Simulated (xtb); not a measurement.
FK, charge -1, doublet, at the geometry of the source list (GFN-xTB shapes and energies of metal compounds can be far from the true ones) (a state made from the parent by changing its charge; the spin is typed, not shown lowest). Base run: GFN0-xTB in xtb.

The xtb input:
```
$ xtb mol.xyz --gfn 0 --chrg -1 --uhf 1 --json

# file mol.xyz
2

K     -0.53980000    -0.44520000    -0.72920000
F      0.53980000     0.44520000     0.72920000
```

Variants of this job, named by their change:

```csv
change,ΔE vs base (kJ/mol)
base,0.00
acc = 0.0001,0.00
acc = 30,0.00
```
